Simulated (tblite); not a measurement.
Compound: C8H13P.
Geometry (GFN2-xTB, Å), atoms numbered from 1 in this order:
```
atom  x, y, z in Å
C1    -3.6334    0.7286   -0.3776
C2    -2.8462    0.1399    0.3154
P3    -1.8285   -0.7411    1.4661
C4    -1.1387   -1.9586    0.2284
C5    -0.1520   -1.1715   -0.6227
C6     0.6846   -0.3324    0.3449
C7     1.5710    0.6769   -0.3851
C8     2.5101    1.4255    0.5539
C9    -0.3002    0.3406    1.3105
H10   -4.2875    1.2460   -1.0178
H11   -0.6294   -2.7572    0.7757
H12   -1.9466   -2.4048   -0.3533
H13    0.4759   -1.8330   -1.2226
H14   -0.6970   -0.5066   -1.2974
H15    1.3281   -1.0120    0.9162
H16    2.1646    0.1423   -1.1312
H17    0.9389    1.3931   -0.9159
H18    3.1608    2.0889   -0.0113
H19    3.1330    0.7261    1.1076
H20    1.9503    2.0253    1.2672
H21   -0.6113    1.3193    0.9377
H22    0.1430    0.4842    2.2979
```

Level: GFN2-xTB in tblite, geometry and Hessian alike; calculated harmonic values, unscaled, isolated species. Errors from tens to a few hundred cm⁻¹ against measured bands are possible. One conformer, not necessarily the lowest.

Harmonic wavenumbers (cm⁻¹): 44.0, 80.3, 122.2, 145.3, 190.2, 209.9, 248.1, 322.4, 348.8, 385.5, 418.0, 476.8, 503.4, 640.5, 657.6, 661.3, 691.2, 730.0, 798.2, 813.8, 856.0, 886.2, 954.3, 997.3, 1010.4, 1038.7, 1070.8, 1084.0, 1117.7, 1128.4, 1170.9, 1200.7, 1220.7, 1248.5, 1260.3, 1278.6, 1327.4, 1329.1, 1358.4, 1416.4, 1447.9, 1456.5, 1483.9, 1494.9, 1505.8, 1508.3, 2191.9, 2917.8, 2946.0, 2956.6, 2961.0, 2969.5, 2973.4, 2974.4, 2978.5, 2984.4, 3029.9, 3034.7, 3043.8, 3363.0.

A = 2327, B = 852.3, C = 800.0 MHz; mass 140.075 u (most abundant isotopes); point group C1, symmetry number 1.

Task: Zero-point energy?

Result: ½Σν̃ = 40832 cm⁻¹ = 488.46 kJ/mol.

Task: Entropy at 298.15 K, 1 bar (ideal gas, RRHO, classical rotation)?

Result: Translation 170.49, rotation 124.24, vibration 125.28: S = 420.0 J/(mol K).

Task: And Cp and H(298.15 K) − H(0)?

Result: Cp = 172.98 J/(mol K), of which vibrations give 139.72 (their classical limit is 60 R = 498.9); H(298.15 K) − H(0) = 30.15 kJ/mol without the zero-point energy, 20.24 from vibrations.

Task: Blend soft modes into free rotors: weight 1/[1 + (100 cm⁻¹/ν̃)⁴] for the oscillator and the rest for a rotor with moment μB/(μ + B), μ = h/(8π²ν), B = 10⁻⁴⁴ kg m². What vibrational entropy results?

Result: 116.61 J/(mol K) in place of 125.28, which changes −T·S at 298.15 K by +2.58 kJ/mol.

Task: Which modes carry the vibrational entropy at 298.15 K?

Result: 44.0 cm⁻¹: 21.21; 80.3 cm⁻¹: 16.25; 122.2 cm⁻¹: 12.83; 145.3 cm⁻¹: 11.43; 190.2 cm⁻¹: 9.31; 209.9 cm⁻¹: 8.55 J/(mol K); the other 54 give 45.69 together.

Hindered rotation and anharmonicity are outside this model. Other conformers, if any are populated, would add a mixing term that is left out. The structure is chiral; the term R ln 2 for an equal mix with its mirror image is left out.

Hardware: Arm Neoverse V2, one thread, on a shared host. Cost: 0.85 s wall. The figure is for the frequency step alone.
